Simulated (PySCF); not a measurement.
Compound: C₆H₆ClF.
Numbering: `[F:1][C@@H:2]1[C:3]([Cl:4])=[CH:5][C@H:6]2[CH2:7][C@@H:8]12` (hydrogens: H9 on C2; H10 on C5; H11 on C6; H12, H13 on C7; H14 on C8)

Level of theory: PBE0-D3(BJ)/def2-SVP geometry optimisation, gas phase in PySCF.

Q: Give the optimised bond lengths and angles.

A: 
```json
{"bond": "F1–C2", "length (bohr)": "2.601", "order": "single"}
{"bond": "C2–C3", "length (bohr)": "2.846", "order": "single"}
{"bond": "C3–Cl4", "length (bohr)": "3.243", "order": "single"}
{"bond": "C3=C5", "length (bohr)": "2.534", "order": "double"}
{"bond": "C5–C6", "length (bohr)": "2.805", "order": "single"}
{"bond": "C6–C7", "length (bohr)": "2.855", "order": "single"}
{"bond": "C7–C8", "length (bohr)": "2.825", "order": "single"}
{"bond": "C2–C8", "length (bohr)": "2.862", "order": "single"}
{"bond": "C6–C8", "length (bohr)": "2.853", "order": "single"}
{"bond": "C2–H9", "length (bohr)": "2.087", "order": "single"}
{"bond": "C5–H10", "length (bohr)": "2.061", "order": "single"}
{"bond": "C6–H11", "length (bohr)": "2.065", "order": "single"}
{"bond": "C7–H12", "length (bohr)": "2.066", "order": "single"}
{"bond": "C7–H13", "length (bohr)": "2.068", "order": "single"}
{"bond": "C8–H14", "length (bohr)": "2.064", "order": "single"}
```

Orders are formal, as drawn. A selection of angles:
```json
{"angle": "F1–C2–C3", "degrees": "111.4"}
{"angle": "F1–C2–C8", "degrees": "110.7"}
{"angle": "C3–C2–C8", "degrees": "102.9"}
{"angle": "C2–C3–Cl4", "degrees": "120.4"}
{"angle": "C2–C3–C5", "degrees": "112.9"}
{"angle": "Cl4–C3–C5", "degrees": "126.7"}
{"angle": "C3–C5–C6", "degrees": "110.5"}
{"angle": "C5–C6–C7", "degrees": "114.8"}
{"angle": "C5–C6–C8", "degrees": "105.4"}
{"angle": "C7–C6–C8", "degrees": "59.3"}
{"angle": "C6–C7–C8", "degrees": "60.3"}
{"angle": "C2–C8–C7", "degrees": "118.4"}
{"angle": "C2–C8–C6", "degrees": "108.1"}
{"angle": "C6–C8–C7", "degrees": "60.4"}
```

Torsions: F1–C2–C3–Cl4 67° (synclinal); C2–C3–C5–C6 -3° (synperiplanar); C3–C5–C6–C7 -63° (synclinal); C5–C6–C7–C8 94° (anticlinal); C6–C7–C8–C2 -96° (anticlinal); F1–C2–C8–C7 180° (antiperiplanar); C5–C6–C8–C7 -110° (anticlinal).

The 7 C–C bonds span 1.341 Å (C3=C5, drawn double) to 1.515 Å (C2–C8, drawn single), a spread of 0.174 Å. The 3-membered ring C6–C7–C8 has internal angles of 59.3° to 60.4°. Of the pairs four or more bonds apart, C3···H13 is among the closest relative to their van der Waals radii: 2.91 Å, 100 % of the sum of Bondi's values. The 5-membered ring C2–C3–C5–C6–C8 has internal angles of 102.9° to 112.9°; it is almost planar, 0.02 Å rms from its mean plane, widest ring torsion 5°.

Point group: C1 (no symmetry element, even within 0.4 Å). No PBE0-D3(BJ)/def2-SVP frequencies stand behind this structure, so it isn't proved a minimum.

The run took 45 s wall on an Arm Neoverse V1 with one thread, on a shared host. These figures are those of the optimisation.
